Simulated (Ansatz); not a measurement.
Reaction (ligand exchange at a B–F bond): `FB1CC1[SiH3]` + HCl → `[SiH3]C1CB1Cl` + H–F

Isolated molecules relaxed with PBE0-D4/def2-TZVP in Ansatz; ΔE leaves out vibrations. CCSD(T)/CBS is the MP2 limit (def2-TZVPP, def2-QZVPP) plus CCSD(T) − MP2 in def2-TZVPP, frozen cores. This one scheme is used for every species.

```tsv
species	MP2/def2-TZVPP energy (Eh)
`FB1CC1[SiH3]`	-493.18634
HCl	-460.30264
`[SiH3]C1CB1Cl`	-853.14283
H–F	-100.33585
```

Work out ΔE.

ΔE = (-853.14283) + (-100.33585) − (-493.18634) − (-460.30264) = 0.01030 Eh = +0.28 eV. CCSD(T)/CBS gives +0.32 eV.

Largest T1 diagnostic among the species: 0.012.

The D4 term adds −0.06 eV with B3LYP and −0.04 eV with PBE0; it sums over pairs of atoms, weighted by their polarisabilities, and B3LYP, whose exchange is more repulsive, gets the larger term. In def2-TZVPP, CCSD(T) changes the Hartree–Fock value by −0.17 eV (the triples alone add −0.03 eV) and MP2 by −0.25 eV.

B3LYP here is the variant with VWN-RPA as its local correlation; programs differ in this.
